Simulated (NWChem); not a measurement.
Molecule: CdNH3; SMILES [CdH][NH2]

def2 effective core potentials on Cd; no spin-orbit coupling.

Problem. Give the equilibrium geometry at PBE0/def2-SVP with def2 effective core potentials on Cd (NWChem) as a Z-matrix, with the point group.

Solution. point group Cs; any orientation.
```
N
H 1 1.0176
H 1 1.0176 2 107.03
Cd 1 2.0059 2 117.14 3 133.87
H 4 1.6544 3 161.33 1 167.53
```
